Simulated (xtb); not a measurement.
C$_{4}$H$_{9}$KO, charge +3, doublet, geometry from GFN2-xTB of the parent state (such geometries of metal compounds can be far from the true shape) (a state made from the parent by changing its charge; the spin is typed, not shown lowest); GFN1-xTB (xtb).

Input for xtb:
```
$ xtb mol.xyz --gfn 1 --chrg 3 --uhf 1 --json

# file mol.xyz
15

K      1.17865806     1.52044927     1.52233295
O     -0.07021041     0.34670475     0.18173222
C     -0.44982916    -0.63310286    -0.61390364
C      0.58467577    -1.73806561    -0.79749522
C     -1.80765986    -1.23536986    -0.08292799
C     -0.86626122    -0.03344013    -2.01224332
H      0.21879920    -2.51530211    -1.46022741
H      0.82498563    -2.18539989     0.16721414
H      1.50078357    -1.32257558    -1.21777545
H     -1.59699646    -1.68279658     0.88533723
H     -2.16598743    -1.98523185    -0.77797481
H     -2.54376880    -0.44700386     0.03496130
H      0.03104959     0.39580950    -2.45120272
H     -1.61081285     0.74414666    -1.87705145
H     -1.25642553    -0.82394965    -2.64204347
```

Write the output that xtb gives for this input, abridged.


```
   ID    Z sym.   atoms
    1   19 K      1
    2    8 O      2
    3    6 C      3-6
    4    1 H      7-15

           -------------------------------------------------
          |                Calculation Setup                |
           -------------------------------------------------

molecular fragmentation (1/2 indicates fragments):
111112111111222
# atoms in fragment 1/2:    11     4
 fragment masses (1/2) :       97.18       15.03
CMA distance (Bohr)    :   5.180
constraining FC (au)   :  0.0500

           -------------------------------------------------
          |                 G F N 1 - x T B                 |
           -------------------------------------------------

          ...................................................
          :                      SETUP                      :
          :.................................................:
          :  # basis functions                  42          :
          :  # atomic orbitals                  42          :
          :  # shells                           30          :
          :  # electrons                        29          :
          :  # halogen bonds                     0          :
          :  max. iterations                   250          :
          :  Hamiltonian                  GFN1-xTB          :
          :  restarted?                      false          :
          :  GBSA solvation                  false          :
          :  PC potential                    false          :
          :  electronic temp.          300.0000000     K    :
          :  accuracy                    1.0000000          :
          :  -> integral cutoff          0.2500000E+02      :
          :  -> integral neglect         0.1000000E-07      :
          :  -> SCF convergence          0.1000000E-05 Eh   :
          :  -> wf. convergence          0.2000000E-04 e    :
          :  Broyden damping             0.4000000          :
          :  net charge                          3          :
          :  unpaired electrons                  1          :
          ...................................................

 iter      E             dE          RMSdq      gap      omega  full diag
   1    -16.3581562 -0.163582E+02  0.641E+00    0.34       0.0  T
   2    -16.4726141 -0.114458E+00  0.383E+00    0.30       1.0  T
   3    -16.4394261  0.331880E-01  0.211E+00    0.43       1.0  T
   4    -16.4298481  0.957803E-02  0.155E+00    0.36       1.0  T
   5    -16.4866196 -0.567715E-01  0.226E-01    0.30       1.0  T
   6    -16.4874940 -0.874431E-03  0.353E-02    0.31       1.0  T
   7    -16.4875043 -0.102523E-04  0.159E-02    0.31       1.6  T
   8    -16.4875058 -0.148497E-05  0.118E-02    0.31       2.2  T
   9    -16.4875079 -0.213731E-05  0.597E-03    0.31       4.3  T
  10    -16.4875088 -0.857748E-06  0.819E-04    0.31      31.5  T
  11    -16.4875088 -0.136215E-07  0.459E-04    0.31      56.2  T
  12    -16.4875088 -0.363979E-08  0.140E-04    0.31     184.2  T
  13    -16.4875088 -0.480831E-09  0.189E-05    0.31    1363.0  T

   *** convergence criteria satisfied after 13 iterations ***

         :::::::::::::::::::::::::::::::::::::::::::::::::::::
         ::                     SUMMARY                     ::
         :::::::::::::::::::::::::::::::::::::::::::::::::::::
         :: total energy             -16.288611868151 Eh    ::
         :: gradient norm              0.184727988101 Eh/a0 ::
         :: HOMO-LUMO gap              0.310842531552 eV    ::
         ::.................................................::
         :: SCC energy               -16.487508774322 Eh    ::
         :: -> electrostatic           0.759901245889 Eh    ::
         :: repulsion energy           0.204480922850 Eh    ::
         :: dispersion energy         -0.005584016679 Eh    ::
         :: halogen bond corr.         0.000000000000 Eh    ::
         :: add. restraining           0.000000000000 Eh    ::
[...]
        15        0.9976           -1.0380128             -28.2458 (HOMO)
        16        0.0024           -1.0265896             -27.9349 (LUMO)
        17                         -0.6667723             -18.1438
        18                         -0.6589899             -17.9320
        19                         -0.6564282             -17.8623
        20                         -0.6246166             -16.9967
        21                         -0.6024397             -16.3932
        22                         -0.6005819             -16.3427
        23                         -0.5779566             -15.7270
        24                         -0.5771751             -15.7057
        25                         -0.5642807             -15.3549
        26                         -0.5628589             -15.3162
       ...                                ...                  ...
        42                          0.0457340               1.2445
      -------------------------------------------------------------
                  HL-Gap            0.0114233 Eh            0.3108 eV
             Fermi-level           -1.0409239 Eh          -28.3250 eV

  Mulliken/CM5 charges         n(s)   n(p)   n(d)
     1K     0.99055  1.29963  -0.001  0.011  0.000
     2O    -0.25576 -0.60097   1.785  4.471  0.000
     3C     0.39933  0.38759   1.134  2.467  0.000
     4C    -0.02351 -0.17112   1.095  2.928  0.000
     5C     0.05154 -0.09610   1.118  2.831  0.000
     6C     0.05154 -0.09610   1.118  2.831  0.000
     7H     0.16039  0.21408   0.840  0.000  0.000
     8H     0.22154  0.27573   0.778  0.000  0.000
     9H     0.22154  0.27573   0.778  0.000  0.000
    10H     0.22301  0.27801   0.777  0.000  0.000
    11H     0.16856  0.22256   0.831  0.000  0.000
    12H     0.19985  0.25519   0.800  0.000  0.000
    13H     0.22301  0.27801   0.777  0.000  0.000
    14H     0.19985  0.25519   0.800  0.000  0.000
    15H     0.16856  0.22256   0.831  0.000  0.000

Wiberg/Mayer (AO) data.
largest (>0.10) Wiberg bond orders for each atom

 ---------------------------------------------------------------------------
     #   Z sym  total        # sym  WBO       # sym  WBO       # sym  WBO
 ---------------------------------------------------------------------------
     1  19 K    0.018
     2   8 O    2.319 --     3 C    1.591     4 C    0.160     5 C    0.150
                             6 C    0.150
     3   6 C    3.799 --     2 O    1.591     4 C    0.870     5 C    0.615
                             6 C    0.615
     4   6 C    3.828 --     7 H    0.960     3 C    0.870     9 H    0.840
                             8 H    0.840     2 O    0.160
     5   6 C    3.708 --    11 H    0.951    12 H    0.916    10 H    0.860
                             3 C    0.615     2 O    0.150     6 C    0.110
     6   6 C    3.708 --    15 H    0.951    14 H    0.916    13 H    0.860
                             3 C    0.615     2 O    0.150     5 C    0.110
     7   1 H    0.971 --     4 C    0.960
     8   1 H    0.950 --     4 C    0.840
     9   1 H    0.950 --     4 C    0.840
    10   1 H    0.949 --     5 C    0.860
    11   1 H    0.968 --     5 C    0.951
    12   1 H    0.956 --     5 C    0.916
    13   1 H    0.949 --     6 C    0.860
    14   1 H    0.956 --     6 C    0.916
    15   1 H    0.968 --     6 C    0.951
 ---------------------------------------------------------------------------

Topologies differ in total number of bonds
Writing topology from bond orders to xtbtopo.mol

 dipole moment from electron density (au)
     X       Y       Z
  -0.6060  -1.4342  -1.1892  total (Debye):    4.980

           -------------------------------------------------
          | TOTAL ENERGY              -16.288611868151 Eh   |
          | GRADIENT NORM               0.184727988101 Eh/α |
          | HOMO-LUMO GAP               0.310842531552 eV   |
           -------------------------------------------------

normal termination of xtb
```
